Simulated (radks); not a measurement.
Ionisation ladder of ruthenium, from Ru17+ to Ru19+. Each ion is in the ground configuration listed by NIST, and IE = E(next ion) - E(this ion). Calculated with a radial shooting solver on a logarithmic mesh with Libxc functionals: scalar-relativistic Kohn-Sham, LDA (Slater exchange, Perdew-Wang correlation), spin-polarised, spherical densities, point nucleus; open shells are filled with parallel spins first (spin-orbit coupling, left out, can overturn this in heavy ions).

| species | configuration | E (hartree) | IE, Delta-SCF (eV) | -e(HOMO) (eV) | HOMO | <r> HOMO (bohr) | IE, NIST (eV) | kind | error (eV) |
|---|---|---|---|---|---|---|---|---|---|
| Ru17+ | [Ar] 3d9 | -4406.41192 | 728.47 | 700.15 | 3d down | 0.367 | 723 | theory | +5.5 |
| Ru18+ | [Ar] 3d8 | -4379.64123 | 786.36 | 757.37 | 3d down | 0.361 | 784 | theory | +2.4 |
| Ru19+ | [Ar] 3d7 | -4350.74303 | 845.56 | 815.95 | 3d down | 0.355 | 845 | theory | +0.6 |

Reference values: NIST Atomic Spectra Database (exp. = measured, semi-emp. = semi-empirical, theory = theoretical value adopted there). The ionisation energy per charge of the ion left behind rises most, in proportion, at Ru18+ ([Ar] 3d8), from 40.470 to 41.387 eV. Open shells are spherical and high-spin; term and fine-structure splittings are not resolved.
